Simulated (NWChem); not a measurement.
System: ZrSF₂; SMILES [Zr](=[S])([F])[F]

NWChem input:

```
start job
memory heap 200 mb stack 900 mb global 1100 mb
geometry units angstroms noautoz
  Zr    -0.131731    -0.228271     0.000000
  S      0.068827     1.969595     0.000000
  F      0.417382    -1.028192     1.647778
  F      0.417382    -1.028192    -1.647778
end
basis spherical
  Zr library def2-svp
  S library def2-svp
  F library def2-svp
end
ecp
  Zr library def2-ecp
end
dft
  xc xwpbe 1.00 cpbe96 1.0 hfexch 1.00
  cam 0.2 cam_alpha 0.0 cam_beta 1.0
  iterations 150
  vectors input atomic output neutral.movecs
end
task dft energy
charge 1
dft
  odft
  mult 2
  vectors input atomic output cation.movecs
end
task dft energy
```

Structure relaxed at the PBE0/def2-SVP level. def2 effective core potentials on Zr; no spin-orbit coupling.

Ions are spin-unrestricted doublets at the neutral geometry; other ion states weren't tried. Functional: LC-ωPBE (HJS hole) with def2-SVP; the question gives the range parameter ω in 1/bohr.

Q: Give the results of this calculation. (LC-wPBE (HJS exchange hole, range parameter 0.2 per bohr)/def2-SVP with def2 effective core potentials on Zr, vertical spin-unrestricted ions.) Quantities: vertical ionisation energy, ΔSCF (eV); −ε(HOMO) (eV).

A: 
- vertical ionisation energy, ΔSCF (eV): 9.41
- −ε(HOMO) (eV): 8.53
